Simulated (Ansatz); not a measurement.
Start from `[SiH3]N([SiH3])[Si]Br` and change one atom or group to get `[SiH3][N]([SiH3])[InH2]`.

Ansatz, PBE0-D4/def2-TZVP geometries, multiplicity 1. Each molecule was computed in one conformer, which needn't be the lowest.

Elements past krypton have def2 core potentials. Scalar relativity is left out up to krypton. Spin–orbit coupling is left out; it splits and shifts lone-pair levels of the heavy atoms by tenths of an eV.

| property | `[SiH3]N([SiH3])[Si]Br` |
| --- | --- |
| LUMO energy (PBE0/def2-TZVPP) / eV | -2.15 |
| LUMO energy (B3LYP/def2-TZVPP) / eV | -2.30 |
| HOMO energy (B3LYP/def2-TZVPP) / eV | -6.97 |
| HOMO–LUMO gap (PBE/def2-TZVPP) / eV | 3.20 |
| HOMO–LUMO gap (PBE0/def2-TZVPP) / eV | 5.02 |
| HOMO energy (PBE0/def2-TZVPP) / eV | -7.16 |

Question: What does the change do to each property? (Best estimate.)

Answer: Ansatz gave: 
```csv
property,`[SiH3][N]([SiH3])[InH2]`,shift
LUMO energy (PBE0/def2-TZVPP) / eV,-1.72,0.43
LUMO energy (B3LYP/def2-TZVPP) / eV,-2.00,0.30
HOMO energy (B3LYP/def2-TZVPP) / eV,-7.24,-0.27
HOMO–LUMO gap (PBE/def2-TZVPP) / eV,3.80,0.60
HOMO–LUMO gap (PBE0/def2-TZVPP) / eV,5.72,0.70
HOMO energy (PBE0/def2-TZVPP) / eV,-7.44,-0.28
```

With PBE0 the HOMO falls by 0.28 eV and the LUMO rises by 0.43 eV, so the gap widens by about 0.71 eV. PBE moves the HOMO by -0.13 eV and ωB97M-V by -0.45 eV. The zero-point energy changes by 24.5 kJ/mol with +3 modes.

B3LYP here is the variant with VWN-RPA as its local correlation; programs differ in this.
